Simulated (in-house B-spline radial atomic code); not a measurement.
How numerical settings move a run on Re³⁺, [Xe] 4f14 5d4. Computed with a B-spline radial code for spherical atoms: Dirac-Kohn-Sham BLYP, spherical fractional occupations, Fermi nucleus of rms radius 5.3698 fm.

Command:
```bash
python run_scf.py task.json out
```
Settings of the sound reference run:
```
Z                75
electrons        72
configuration    [Xe] 4f14 5d4
hamiltonian      dirac
method           b88,lyp
spin_polarised   False
nucleus          fermi
rms_radius       5.3698
mass_number      187
atomic_mass      186.9558
speed_of_light   137.036
knot_spacing     0.22
spline_order     8
gauss_points     12
box_radius       16.22
max_iterations   70
damping          0.5
damped_steps     3
diis_vectors     10
tolerance        1e-08
start            Thomas-Fermi
```

Run time, properties included: 2.1 s on 1 thread of Arm Neoverse N1, on a shared host.

It converges in 9 iterations to -16713.996152 hartree, with 5d5/2 at -32.5308 eV. The other runs change the listed settings, some to values that make no sense; their results aren't properties of the atom or ion. Radii are in bohr (the nuclear one in fm), a minus after a letter asks for a j subshell, and «unchanged» means within 1e-8 hartree. The run stops when the residual is below 10 × tolerance × max(1, Z/10), or a noise floor if that is larger, and the energy moves by less than 1e-8 × √|E| hartree; so very loose and very tight tolerances often act alike.

| changed settings | outcome |
| --- | --- |
| max_iterations = 2 | not converged after 2 iterations, last residual 7.0e-02, last energy +1.37e-01 hartree from the reference |
| max_iterations = 8 | not converged after 8 iterations, last residual 8.9e-05, last energy +3.03e-07 hartree from the reference |
| electrons = 80, configuration = [Xe] 4f14 5d4 7s2 7p6, max_iterations = 75 | converged in 13 iterations to -16714.0090 hartree, a different physical problem (warning: 7s1/2 has a positive eigenvalue: unbound, held by the box) |
| method = revtpss,revtpss | stopped with error: meta-GGAs are not served with the Dirac Hamiltonian |
| tolerance = 1e-06 | converged in 9 iterations, energy unchanged |
| knot_spacing = 1.4, spline_order = 5, max_iterations = 100, diis_vectors = 0, tolerance = 0.001 | converged in 11 iterations, energy +7.17e+02 hartree from the reference, 5d5/2 level -1.2e+01 eV (the program warns: 3p1/2 reaches the box edge; 3d3/2 reaches the box edge) |
| electrons = 73, configuration = [Xe] 4f14 5d4 3f1, max_iterations = 100 | stopped with error: there is no 3f shell |
| box_radius = 4.87, max_iterations = 100, damping = 0.95, damped_steps = 0, start = bare nucleus | converged in 11 iterations, energy +7.41e-03 hartree from the reference, 5d5/2 level +2.3e-01 eV (the program warns: 5d5/2 reaches the box edge; 5p1/2 reaches the box edge) |
| first_knot = 0.004, max_iterations = 5, start = bare nucleus | not converged after 5 iterations, last residual 5.0e-01, last energy +1.07e+01 hartree from the reference |
| gauss_points = 4, max_iterations = 2 | not converged after 2 iterations, last residual 7.0e-02, last energy +1.36e-01 hartree from the reference |

Question: What happens with max_iterations = 5?

Answer: Not converged after 5 iterations, last residual 7.3e-03, last energy +7.88e-04 hartree from the reference.

Question: What happens with start = bare nucleus?

Answer: Converged in 11 iterations, energy unchanged, 5d5/2 level -6.5e-05 eV.

Question: What happens with tolerance = 1e-13?

Answer: Converged in 10 iterations, energy unchanged, 5d5/2 level -3.6e-05 eV.

Question: What happens with max_iterations = 3?

Answer: Not converged after 3 iterations, last residual 1.9e-02, last energy +1.45e-02 hartree from the reference.
